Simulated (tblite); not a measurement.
Species: C4H8FGa.
Atom-mapped SMILES: `[F:1]/[CH:2]=[CH:3]\[CH2:4][CH2:5][GaH2:6]` (hydrogens: H7 on C2; H8 on C3; H9, H10 on C4; H11, H12 on C5; H13, H14 on Ga6)

Computed with GFN2-xTB (tblite), gas phase: L-BFGS steps from a force-field or distance-geometry start until the largest atomic force falls under 0.01 eV/Å.

Step 98: E = -504.0624 eV
```
atom  x, y, z in Å  |  force x, y, z in eV/Å
F1      0.1716    1.4342    1.1037   -0.011  -0.007  -0.010
C2     -1.1098    1.3124    0.5915    0.001   0.006  -0.011
C3     -1.4119    0.4350   -0.3433   -0.012  -0.010  -0.001
C4     -0.4889   -0.5564   -0.9789   -0.015  -0.004   0.001
C5      0.4467   -1.2613    0.0271    0.010  -0.009  -0.012
Ga6     1.8617    0.0869    0.6038    0.005   0.010   0.019
H7     -1.7755    2.0173    1.0639    0.022   0.004  -0.009
H8     -2.4383    0.4449   -0.6839    0.003  -0.027   0.010
H9     -1.0880   -1.2941   -1.5210   -0.012   0.044  -0.009
H10     0.1258   -0.0231   -1.7207   -0.016  -0.010   0.017
H11     0.8718   -2.1364   -0.4802   -0.009  -0.008   0.011
H12    -0.1513   -1.6589    0.8574    0.017  -0.003  -0.007
H13     2.3981    1.0330   -0.5257    0.030   0.010   0.015
H14     2.5875    0.1661    1.9842   -0.012   0.003  -0.013
```

Step 99: E = -504.0632 eV
```
atom  x, y, z in Å  |  force x, y, z in eV/Å
F1      0.1768    1.4477    1.0817   -0.020  -0.006  -0.010
C2     -1.1112    1.3138    0.5889    0.010  -0.004  -0.026
C3     -1.4168    0.4310   -0.3399   -0.011  -0.010   0.009
C4     -0.4870   -0.5518   -0.9793   -0.009  -0.001  -0.011
C5      0.4435   -1.2613    0.0287    0.008  -0.008  -0.014
Ga6     1.8623    0.0836    0.6051   -0.001   0.011   0.021
H7     -1.7761    2.0142    1.0680    0.016   0.012  -0.002
H8     -2.4478    0.4271   -0.6670    0.016  -0.027   0.011
H9     -1.0787   -1.2868   -1.5332   -0.010   0.051  -0.003
H10     0.1343   -0.0100   -1.7099   -0.028  -0.011   0.016
H11     0.8685   -2.1353   -0.4798   -0.006  -0.016   0.009
H12    -0.1579   -1.6602    0.8558    0.016  -0.004  -0.003
H13     2.4059    1.0196   -0.5290    0.033   0.009   0.013
H14     2.5835    0.1680    1.9879   -0.013   0.004  -0.014
```

Step 100: E = -504.0604 eV
```
atom  x, y, z in Å  |  force x, y, z in eV/Å
F1      0.2115    1.5274    0.9492   -0.357  -0.053  -0.067
C2     -1.1188    1.3202    0.5745    0.146   0.073   0.024
C3     -1.4414    0.4084   -0.3206   -0.113  -0.047   0.011
C4     -0.4746   -0.5230   -0.9839   -0.012   0.018  -0.056
C5      0.4243   -1.2614    0.0368   -0.025  -0.013  -0.038
Ga6     1.8649    0.0650    0.6100   -0.017   0.053   0.050
H7     -1.7846    1.9894    1.1013    0.148  -0.034  -0.038
H8     -2.4992    0.3232   -0.5668    0.291  -0.012   0.059
H9     -1.0259   -1.2386   -1.6025    0.010   0.088   0.039
H10     0.1825    0.0631   -1.6503   -0.107  -0.025   0.029
H11     0.8493   -2.1326   -0.4762   -0.001  -0.034   0.009
H12    -0.1980   -1.6640    0.8456    0.029   0.001  -0.003
H13     2.4588    0.9365   -0.5538    0.035  -0.018   0.039
H14     2.5505    0.1860    2.0147   -0.026   0.003  -0.056
```

Step 101: E = -504.0644 eV
```
atom  x, y, z in Å  |  force x, y, z in eV/Å
F1      0.1845    1.4676    1.0465   -0.028  -0.001  -0.004
C2     -1.1130    1.3162    0.5843    0.015  -0.006  -0.033
C3     -1.4238    0.4245   -0.3344   -0.002  -0.010   0.021
C4     -0.4843   -0.5446   -0.9797   -0.002   0.002  -0.018
C5      0.4386   -1.2617    0.0309    0.004  -0.009  -0.015
Ga6     1.8625    0.0790    0.6070   -0.009   0.011   0.021
H7     -1.7762    2.0102    1.0745    0.014   0.015   0.002
H8     -2.4608    0.3993   -0.6403    0.019  -0.028   0.007
H9     -1.0651   -1.2740   -1.5516   -0.010   0.049   0.002
H10     0.1468    0.0096   -1.6928   -0.038  -0.006   0.007
H11     0.8640   -2.1343   -0.4797   -0.002  -0.023   0.008
H12    -0.1672   -1.6628    0.8532    0.015  -0.004   0.000
H13     2.4179    0.9993   -0.5340    0.037   0.006   0.014
H14     2.5755    0.1713    1.9940   -0.013   0.005  -0.014
```

Problem. Estimate the geometry and energy of step 102. (The exact step hangs on the optimiser's Hessian estimate; all steps are aligned on step 101, rigid shifts and turns removed.)

Solution. E = -504.0650 eV, largest force 0.046 eV/Å
```
atom  x, y, z in Å  |  force x, y, z in eV/Å
F1      0.1891    1.4782    1.0277   -0.046   0.000  -0.005
C2     -1.1137    1.3173    0.5820    0.023   0.003  -0.025
C3     -1.4269    0.4211   -0.3314   -0.009  -0.013   0.022
C4     -0.4827   -0.5407   -0.9803   -0.001   0.003  -0.014
C5      0.4362   -1.2622    0.0316    0.003  -0.009  -0.015
Ga6     1.8623    0.0766    0.6080   -0.010   0.012   0.023
H7     -1.7763    2.0075    1.0785    0.021   0.012   0.000
H8     -2.4671    0.3847   -0.6262    0.031  -0.028   0.009
H9     -1.0585   -1.2667   -1.5608   -0.013   0.041   0.000
H10     0.1527    0.0195   -1.6844   -0.037  -0.001   0.000
H11     0.8615   -2.1342   -0.4797   -0.001  -0.025   0.007
H12    -0.1720   -1.6640    0.8518    0.014  -0.004   0.000
H13     2.4244    0.9885   -0.5367    0.039   0.004   0.015
H14     2.5702    0.1739    1.9979   -0.014   0.005  -0.017
```

The energy changes by -0.0005 eV. The first-order estimate −F·Δx gives -0.0006 eV and the mean of the old and new forces, exact on a quadratic surface, -0.0005 eV. The step makes an angle of 82° with the force vector and moves no atom by more than 0.022 Å.

The cost below is that of the whole relaxation. On an Arm Neoverse N1 with one thread, shared host with 64 logical CPUs at a one-minute load of 48, this took 1.1 s wall.
